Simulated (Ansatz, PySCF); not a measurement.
System: sum formula BOCl, charge -1, multiplicity 2. 
Structure (B3LYP-D3(BJ)/def2-TZVP (Ansatz, an electronic-structure program) minimum search):
```
B
O 1 1.2423
Cl 1 2.0070 2 128.04
```
Charge -1, spin multiplicity 2.

Total electronic energies in hartree. Cores are frozen in the correlated levels unless marked. UHF or UKS for open shells. No spin-orbit coupling. Non-relativistic. Basis-set limits of correlation are two-point, X^-3; Hartree-Fock from the larger set. The bracket is a focal-point correction in the basis named.

```tsv
level	program	energy (Eh)
HF/aug-cc-pV(T+d)Z	Ansatz	-559.17559
RI-HF/cc-pV(Q+d)Z	Ansatz	-559.18287
revPBE-D4/def2-TZVPD	Ansatz + dftd4	[?]
BP86/def2-TZVPD	PySCF	[?]
M06-L-D4/def2-TZVPD	PySCF + dftd4	[?]
PW6B95-D3(BJ)/def2-TZVPD	PySCF + dftd3	-560.88908
PW6B95/def2-TZVPD	PySCF	-560.88818
B2PLYP/def2-TZVPD	Ansatz	-560.21569
MP2/STO-3G	Ansatz	-552.79998
MP2/cc-pV(Q+d)Z	Ansatz	-559.74386
RI-MP2/aug-cc-pV(T+d)Z	Ansatz	-559.70400
SCS-MP2/aug-cc-pV(D+d)Z	Ansatz	-559.54902
CCSD/cc-pVTZ	Ansatz	-559.69769
CCSD(T)/6-31G*	Ansatz	-559.49046
RI-MP2/CBS(aug-cc-pV(T+d)Z,aug-cc-pV(Q+d)Z)+[CCSD(T)-MP2]/aug-cc-pV(T+d)Z	Ansatz	-559.8223
```

Problem. Fill in the missing entries.

Solution. 
- revPBE-D4/def2-TZVPD, energy (Eh): -560.31103
- BP86/def2-TZVPD, energy (Eh): -560.46159
- M06-L-D4/def2-TZVPD, energy (Eh): -560.38404
